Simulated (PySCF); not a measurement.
2-chloroprop-1-ene (C3H5Cl), SMILES C=C(C)Cl.

Geometry optimised at PBE-D3(BJ)/def2-SVP.

The numbers are results of TDA-PBE/def2-SVPD run with PySCF 2.14.0, not measurements.

Vertical excitations.  State labels are in the subgroup Cs.

| state | symmetry | energy (eV) | λ (nm) | f | main pairs |
|---|---|---|---|---|---|
| S1 | A" | 6.05 | 205 | 0.000 | HOMO→LUMO+1 98 % |
| S2 | A" | 6.24 | 199 | 0.000 | HOMO−1→LUMO 100 % |
| S3 | A" | 6.31 | 196 | 0.000 | HOMO→LUMO+2 99 % |
| S4 | A' | 6.47 | 192 | 0.228 | HOMO→LUMO 69 %, HOMO−2→LUMO 20 % |
| S5 | A" | 7.27 | 171 | 0.019 | HOMO→LUMO+3 100 % |
| S6 | A' | 7.40 | 168 | 0.019 | HOMO−1→LUMO+1 77 %, HOMO−1→LUMO+2 21 % |
| S7 | A" | 7.59 | 163 | 0.012 | HOMO→LUMO+4 100 % |
| S8 | A' | 7.59 | 163 | 0.006 | HOMO−1→LUMO+2 77 %, HOMO−1→LUMO+1 21 % |
| S9 | A' | 7.87 | 158 | 0.187 | HOMO−2→LUMO 58 %, HOMO→LUMO+5 25 % |
| S10 | A" | 8.08 | 153 | 0.000 | HOMO→LUMO+6 79 %, HOMO−3→LUMO 19 % |
| T1 | A' | 4.10 | 303 | 0 | HOMO→LUMO 97 % |
| T2 | A" | 5.62 | 221 | 0 | HOMO→LUMO+1 99 % |
| T3 | A" | 6.14 | 202 | 0 | HOMO−1→LUMO 100 % |
| T4 | A" | 6.21 | 200 | 0 | HOMO→LUMO+2 99 % |
Triplets are in the Tamm–Dancoff approximation.
